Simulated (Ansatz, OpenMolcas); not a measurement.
# AlClOF (SMILES [O][Al]([F])[Cl]): from total energies to a heat of formation

AlClOF has 4 atoms, charge 0, and is taken as a doublet. SMILES: `[O][Al]([F])[Cl]`. The coordinates come from a PBE0-D4/def2-TZVP relaxation.

```xyz
4

O     0.9933    0.5917    1.2948
Al    0.0619   -0.0952    0.0167
F     0.2781   -1.6712   -0.3489
Cl   -1.2777    1.1144   -0.9829
```

Total energies at UHF/3-21G (OpenMolcas 26.06); the atoms run unrestricted:

```
species    state  energy (Eh)
 AlClOF  doublet  -871.390356
      O  triplet   -74.393657
     Al  doublet  -240.551046
      F  doublet   -98.845009
     Cl  doublet  -457.276552
```

Harmonic wavenumbers at UPBE0-D4/def2-TZVP, in cm⁻¹: 165, 207, 252, 506, 806, 926.

Measured heats of formation of the gaseous atoms at 298.15 K, in kJ/mol: O 249.2, Al 329.7, F 79.4, Cl 121.3. Spin-orbit lowering of the atoms at 298 K (mean of the ground term's levels less their thermal mean, from spectra), in kJ/mol: O 0.40, Al 0.17, F 1.29, Cl 3.44. Take 1 Eh = 2625.50 kJ/mol, 1 cm⁻¹ = 0.0119627 kJ/mol, RT = 2.479 kJ/mol.

Q: What heat of formation follows?

A: 
1. Electronic atomisation energy: (-74.393657) + (-240.551046) + (-98.845009) + (-457.276552) − (-871.390356) = 0.324092 Eh = 850.9 kJ/mol.
2. Zero-point energy: half the sum of the wavenumbers, 1431 cm⁻¹ = 17.1 kJ/mol.
3. Thermal vibrational enthalpy, Σ hcν̃/(exp(hcν̃/kT) − 1): 5.2 kJ/mol. Translation, rotation and pV of a non-linear molecule: 4 RT = 9.9 kJ/mol.
4. The 4 free atoms carry 5/2 RT each: 24.8 kJ/mol.
5. Spin-orbit coupling lowers the free atoms by 0.40 + 0.17 + 1.29 + 3.44 = 5.3 kJ/mol.
6. Atomisation enthalpy at 298 K: 850.9 − 5.3 − 17.1 − 5.2 − 9.9 + 24.8 = 838.2 kJ/mol.
7. Sum of the atoms' heats of formation: 779.6 kJ/mol. Heat of formation: 779.6 − 838.2 = -58.6 kJ/mol.

No measured value is set beside it here. Hartree–Fock leaves out correlation, which is larger in the molecule than in the atoms, so it underbinds and puts the heat of formation too high. Anharmonicity and any spin-orbit splitting of the molecule are left out.
